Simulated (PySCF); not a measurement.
**I: excitation energy**

I [Kr] 4d10 5s2 5p5 (2P) → I [Kr] 4d10 5s2 5p4 5d1 (high-spin determinant), as a difference of total energies. Calculation: PySCF 2.14, in aug-cc-pVTZ-PP with ECP28MDF (6s5p4d2f, 55 functions); a scalar-relativistic core potential. Correlated levels: valence: 4s2 4p6 4d10 frozen. The calculations carry no spin-orbit coupling.

| method | excitation energy (eV) |
| --- | --- |
| UHF | 8.069 |
| MP2 (valence) | 8.592 |
| SCS-MP2 (valence) | 8.684 |
| CCSD (valence) | 8.547 |
| CCSD(T) (valence) | 8.548 |

Q: How much does correlation contribute at CCSD(T) (valence)?

A: 8.548 − (8.069) = 0.479 eV, measured against UHF.

The promoted electron is Rydberg-like, and one or two diffuse shells describe it only roughly, which tends to raise the upper state.

The determinant of the upper state mixes LS terms, which raises its energy above the lowest term, most at the Hartree-Fock and MP2 levels.
